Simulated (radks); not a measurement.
Task: Radial electron density D(r) = 4 pi r^2 rho(r) of an atom or ion with 4 electrons. All-electron calculation, Dirac Kohn-Sham, exchange-only PBE, spin-unpolarised, spherical densities, finite nucleus; Fermi nuclear charge, rms radius of each element as measured or else 0.836 A^(1/3) + 0.57 fm. Program: a radial shooting solver on a logarithmic mesh with Libxc functionals.

| r (bohr) | D(r) (e/bohr) |
|---|---|
| 0.0109 | 0.3809 |
| 0.01209 | 0.4599 |
| 0.01353 | 0.5621 |
| 0.01513 | 0.6851 |
| 0.01692 | 0.8325 |
| 0.01878 | 0.9946 |
| 0.021 | 1.200 |
| 0.02349 | 1.442 |
| 0.02607 | 1.704 |
| 0.02916 | 2.028 |
| 0.03261 | 2.400 |
| 0.03648 | 2.822 |
| 0.04047 | 3.259 |
| 0.04527 | 3.776 |
| 0.05063 | 4.336 |
| 0.05664 | 4.931 |
| 0.06284 | 5.500 |
| 0.07029 | 6.115 |
| 0.07862 | 6.706 |
| 0.08794 | 7.243 |
| 0.09758 | 7.664 |
| 0.1091 | 7.999 |
| 0.1221 | 8.177 |
| 0.1355 | 8.176 |
| 0.1515 | 7.976 |
| 0.1695 | 7.564 |
| 0.1895 | 6.950 |
| 0.2103 | 6.228 |
| 0.2352 | 5.332 |
| 0.2631 | 4.374 |
| 0.2943 | 3.423 |
| 0.3266 | 2.603 |
| 0.3653 | 1.838 |
| 0.4086 | 1.229 |
| 0.4533 | 0.8105 |
| 0.5071 | 0.5119 |
| 0.5672 | 0.3483 |
| 0.6344 | 0.2911 |
| 0.7039 | 0.3093 |
| 0.7873 | 0.3892 |
| 0.8806 | 0.5154 |
| 0.985 | 0.6720 |
| 1.093 | 0.8291 |
| 1.222 | 0.9892 |
| 1.367 | 1.114 |
| 1.529 | 1.176 |
| 1.697 | 1.161 |
| 1.898 | 1.063 |
| 2.123 | 0.8948 |
| 2.356 | 0.7032 |
| 2.635 | 0.4934 |
| 2.947 | 0.3111 |
| 3.297 | 0.1741 |
| 3.658 | 0.08999 |
| 4.091 | 0.03805 |
| 4.576 | 0.01350 |
| 5.119 | 0.003936 |
| 5.68 | 0.001033 |
| 6.353 | 0.0001942 |

What is the nuclear charge?

Result: Z = 8. The innermost maximum, from 1s, lies near gamma/Z bohr with gamma = sqrt(1 - (Z/c)^2) = 0.998, here 0.125 bohr (found: 0.128), and its height grows with Z. The density is that of the oxygen ion O4+ in [He] 3d2; the configuration itself is not fixed sharply by these data. D(r) has 2 maxima, at r = 0.128, 1.58 bohr, and minima at 0.650 bohr, inside which lie 2.02 electrons.
